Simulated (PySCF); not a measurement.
**Correlation energy of Ne²⁺ (neon, charge +2)**

[He] 2s2 2p4, high-spin 3P determinant. Computed with PySCF 2.14 in aug-cc-pVTZ-DK, with the spin-free X2C one-electron Hamiltonian (Gaussian nucleus). Frozen: 1s2; 6 electrons correlated.

```tsv
level	correlation energy (mhartree)
CCSD	-159.36
(T)	-1.55
CCSD(T)	-160.91
```

Diagnostics: T1 = 0.0029, D1 = 0.0060, largest double amplitude 0.022.

Problem. Is a single reference adequate?

Solution. Yes: T1 lies below 0.03 and no double amplitude reaches 0.07.
